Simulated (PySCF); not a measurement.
Can point charges reproduce the dipole moment of `C(C(N)=O)(=C)C#CC`?

Coordinates (GFN2-xTB, Å) and charges (e) from the PBE0/pcSseg-1 density (PySCF):

```tsv
atom	x	y	z	Mulliken	IAO	Hirshfeld	ESP-fitted
C1	-1.034	-2.009	0.614	+0.0190	-0.2470	-0.0578	-0.3882
C2	-0.841	-0.765	0.171	-0.6399	-0.0679	-0.0106	+0.1475
C3	0.430	-0.287	-0.228	+0.2290	-0.0877	-0.0673	-0.4163
C4	1.509	0.128	-0.566	-0.2195	-0.0372	-0.0353	+0.2343
C5	2.811	0.610	-0.964	-0.1875	-0.4367	-0.0947	-0.5654
C6	-2.010	0.173	0.094	+0.5350	+0.4384	+0.1674	+0.6601
N7	-1.712	1.407	-0.377	-0.4166	-0.5012	-0.1718	-0.8713
O8	-3.132	-0.147	0.424	-0.4293	-0.5038	-0.2948	-0.5511
H9	-2.023	-2.317	0.906	+0.1326	+0.1803	+0.0550	+0.1772
H10	-0.233	-2.723	0.690	+0.1168	+0.1658	+0.0583	+0.2122
H11	2.723	1.281	-1.819	+0.1477	+0.1723	+0.0618	+0.1838
H12	3.276	1.149	-0.138	+0.1522	+0.1749	+0.0629	+0.1881
H13	3.450	-0.229	-1.238	+0.1531	+0.1771	+0.0644	+0.1959
H14	-0.772	1.648	-0.642	+0.2115	+0.2847	+0.1198	+0.3832
H15	-2.446	2.089	-0.455	+0.1960	+0.2880	+0.1427	+0.4099
```

**Question.** What dipole does each set of charges give (1 e·Å = 4.803 D), and what does the density give?

**Answer.** The full density gives (3.99, 1.67, -1.32) D, 4.53 D in size; dipole vectors point from the negative to the positive end.

```tsv
scheme	μx	μy	μz	size (D)	share of the full size (%)	angle to the full dipole (°)
Mulliken	5.91	1.32	-1.55	6.25	138	10
IAO	4.18	1.58	-1.33	4.67	103	2
Hirshfeld	3.03	1.24	-1.00	3.42	76	0
ESP-fitted	4.03	1.67	-1.33	4.56	101	0
```

**Question.** Which set comes closest?

**Answer.** Length of the difference vector: ESP-fitted 0.04 D, IAO 0.21 D, Hirshfeld 1.11 D, Mulliken 1.97 D. Closest: ESP-fitted. 

**Question.** What is left for the Hirshfeld atoms' own dipoles?

**Answer.** The Hirshfeld atoms' densities add up to the full density, so μ = Σ q r + Σ (atomic dipoles). The atomic dipoles sum to (3.99, 1.67, -1.32) − (3.03, 1.24, -1.00) = (0.96, 0.43, -0.32) D, 1.11 D in size.

**Question.** With the origin at the mean of the coordinates, (0.000, 0.001, -0.235) Å, which are the largest single terms, by size, of the ESP-fitted dipole along the direction of the full one?

**Answer.** O8 +7.97, C5 -7.92, C6 -5.72, N7 +3.97, C1 +3.55 D; all 15 atoms together +4.56 D. The single terms depend on the origin, their sum doesn't.

**Question.** Give the size of the full dipole in other units.

**Answer.** 4.53 D = 1.781 au = 0.943 e·Å = 15.10 × 10⁻³⁰ C·m.

One conformer (not necessarily the lowest) at the GFN2-xTB geometry, without solvent, vibrations or thermal averaging. GFN2-xTB frequencies show an imaginary mode (22i cm⁻¹), so this geometry is no minimum at that level.

Shape of the structure used: `[CH2:1]=[C:2]([C:3]#[C:4][CH3:5])[C:6]([NH2:7])=[O:8]`: C1–C2–C6–N7 180°, H–N7–C6–C2 0°, H–N7–C6–C2 180°.
